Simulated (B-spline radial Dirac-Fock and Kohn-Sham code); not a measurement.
Energy-loss ionisation edge M5 of Ta

System: atomic tantalum, configuration 1s2 2s2 2p6 3s2 3p6 3d10 4s2 4p6 4d10 4f14 5s2 5p6 5d3 6s2. The computed values come from a radial B-spline solver: the first Born approximation with generalised oscillator strengths from a Dirac-Hartree-Slater potential (longitudinal and transverse terms; continuum final states only, so no white lines or fine structure). The edge is taken at 1735.0 eV (tabulated value).

Input file task.json (cfg lists n, l and occupation; rrms is the nuclear radius in fm):

```json
{"items": [{
  "Z": 73,
  "q": 0,
  "cfg": [[1, 0, 2], [2, 0, 2], [2, 1, 6], [3, 0, 2], [3, 1, 6], [3, 2, 10], [4, 0, 2], [4, 1, 6], [4, 2, 10], [4, 3, 14], [5, 0, 2], [5, 1, 6], [5, 2, 3], [6, 0, 2]],
  "A": 181,
  "rrms": 5.3507,
  "do": "eels",
  "beams": [[60, 5], [60, 20], [60, 100], [80, 5], [100, 10], [100, 100], [120, 10], [120, 20], [120, 100], [200, 10], [200, 20], [200, 100], [300, 5], [300, 50]],
  "edges": {"M5": 1735.0}
}]}
```

Command: `python xray2_run.py task.json out`

Edge shape dσ/dE in barn per eV:

```csv
E − edge (eV),"80 kV, 5 mrad","100 kV, 100 mrad","300 kV, 5 mrad"
1,0.0173,0.641,0.0544
3,0.0260,0.820,0.0824
6,0.0517,1.31,0.166
10,0.113,2.45,0.366
15,0.216,4.35,0.701
20,0.305,6.01,0.992
30,0.409,7.98,1.33
40,0.465,9.11,1.52
50,0.494,9.75,1.63
65,0.500,10.0,1.66
80,0.488,9.91,1.62
100,0.468,9.71,1.57
125,0.440,9.37,1.49
150,0.410,8.96,1.40
200,0.357,8.23,1.24
250,0.311,7.54,1.10
300,0.272,6.95,0.975
```

For the first setting the maximum lies 65 eV above the edge, a delayed edge: the centrifugal barrier keeps slow electrons of high angular momentum away from the core. The intensity 300 eV above the edge is 54 % of the maximum.
